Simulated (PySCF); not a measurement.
Molfile (atoms numbered from 1):
```
B2H8N2
     RDKit          3D

 12 12  0  0  0  0  0  0  0  0999 V2000
    0.3850    0.8162   -0.6402 B   0  0  0  0  0  0  0  0  0  0  0  0
    1.0778   -0.2516    0.3253 N   0  0  0  0  0  0  0  0  0  0  0  0
   -0.3850   -0.8138    0.6346 B   0  0  0  0  0  0  0  0  0  0  0  0
   -1.0768    0.2474   -0.3388 N   0  0  0  0  0  0  0  0  0  0  0  0
    0.5215    1.9545   -0.2280 H   0  0  0  0  0  0  0  0  0  0  0  0
    0.7060    0.6528   -1.8040 H   0  0  0  0  0  0  0  0  0  0  0  0
    1.7033   -0.9066   -0.1348 H   0  0  0  0  0  0  0  0  0  0  0  0
    1.5660    0.1425    1.1243 H   0  0  0  0  0  0  0  0  0  0  0  0
   -0.5268   -1.9564    0.2364 H   0  0  0  0  0  0  0  0  0  0  0  0
   -0.7021   -0.6353    1.7973 H   0  0  0  0  0  0  0  0  0  0  0  0
   -1.5583   -0.1518   -1.1393 H   0  0  0  0  0  0  0  0  0  0  0  0
   -1.7084    0.9008    0.1152 H   0  0  0  0  0  0  0  0  0  0  0  0
  1  2  1  0
  2  3  1  0
  3  4  1  0
  4  1  1  0
  1  5  1  0
  1  6  1  0
  2  7  1  0
  2  8  1  0
  3  9  1  0
  3 10  1  0
  4 11  1  0
  4 12  1  0
M  CHG  4   1  -1   2   1   3  -1   4   1
M  END
```

No solvent, no relativistic terms, one averaged value for each set of equivalent atoms, one computed conformer. Shielding tensors at CAM-B3LYP/pcSseg-2 (GIAO); PBE0-D3(BJ)/def2-SVP geometry; PySCF 2.14.0 with density-fitted response routines.

Chemical shifts δ = σref − σ; 1H vs TMS; 11B vs BF3·OEt2; 15N vs NH3, all at this level.

| atoms | nucleus | count | δ (ppm) |
| --- | --- | --- | --- |
| B1/B3 | 11B | 2 | ? |
| H5/H6/H9/H10 | 1H | 4 | ? |
| N2/N4 | 15N | 2 | 20.4 |
| H7/H8/H11/H12 | 1H | 4 | 1.69 |

Question: Complete the table.

Answer: 
- H5/H6/H9/H10: 3.35 ppm, hydrogen on a boron bonded to 2 N, in a 4-membered ring
- B1/B3: -11.7 ppm, boron bonded to 2 N, 2 H, in a 4-membered ring

Exchangeable OH/NH protons stand at their gas-phase positions; hydrogen bonding in a real sample shifts them, mostly to higher δ. Hydrogens on boron are broadened and split by 11B (spin 3/2, 80 %) and 10B (spin 3). Experimental scales use liquid or dissolved standards, which lie at an offset from isolated NH3 (liquid NH3: subtract about 20 ppm).
